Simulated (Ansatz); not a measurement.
A run for Ansatz (a quantum-chemistry and plane-wave program): U-MP2/aug-cc-pVTZ on GeH3 (SMILES [GeH3]), 2S+1 = 2, atoms moved off the minimum. The run froze 14 orbitals, filled d shells among them.

Ansatz 0.2 input:
```yaml
crystal:
  periodic: [false, false, false]
  atoms:
    - {symbol: Ge, position_ang: [0.01484070, -0.02072096, 0.05570674]}
    - {symbol: H, position_ang: [-0.85799198, -1.22394805, -0.43742009]}
    - {symbol: H, position_ang: [-0.57586438, 1.33681897, -0.37083574]}
    - {symbol: H, position_ang: [1.43665578, -0.14598914, -0.43572656]}
basis:
  gaussian:
    orbitals: aug-cc-pVTZ
magnetization: {spin_polarized: true, initial_magnetization: 1}
correlation: {method: mp2, electrons: outside_noble_gas}
scf: {omitted_lower_state_checks: [cluster_reference]}
output: {forces: true}
```

It printed:

```
WARN ansatz: RAYON_NUM_THREADS=1 ignored (pool sized by the plan → 1); use --threads N
Functional definition: HF
these checks for a lower state are left out or cut short: cluster_reference
integrals: 0.11 GiB planned
743 factors; integrals over basis functions are off by at most 1.0e-3 eV
mean field: 0.36 GiB planned
mean field evaluation 1: about -56520.3367 eV, gradient 6.9e0 eV
mean field evaluation 2: about -56520.3378 eV, gradient 6.9e0 eV
mean field evaluation 4: about -56520.9761 eV, gradient 1.0e0 eV
mean field evaluation 8: about -56520.9866 eV, gradient 4.5e-4 eV
mean field -56520.98656339 eV, -2077.1079449040 hartree, gradient 1.4e-6 eV, S^2 0.755198; 0 other end points of the search recorded, 0 dependent functions left out
14 core orbitals not correlated
reference -56520.98656339 eV, -2077.1079449040 hartree; 4, 3 occupied and 110, 111 virtual orbitals, 743 factors
densities: 0.39 GiB planned
second order -3.11821927 eV of doubles, -0.00000000 eV of singles
the calculation of the forces begins
Total energy: -56524.10478266 eV, -2077.2225373486 hartree
Atom 0 at     0.014841    -0.020721     0.055707 Å, force    -0.699614    -0.239898    -0.007846 eV/Å
Atom 1 at    -0.857992    -1.223948    -0.437420 Å, force     0.241743     0.393151     0.139520 eV/Å
Atom 2 at    -0.575864     1.336819    -0.370836 Å, force    -0.038051    -0.077714     0.018732 eV/Å
Atom 3 at     1.436656    -0.145989    -0.435727 Å, force     0.495921    -0.075539    -0.150406 eV/Å
Dipole moment:     0.009760     0.003297     0.012337 e Å
Checks for a lower state left out: cluster_reference
```

Self-consistency was reached.

Cost: roughly 4 core-seconds.
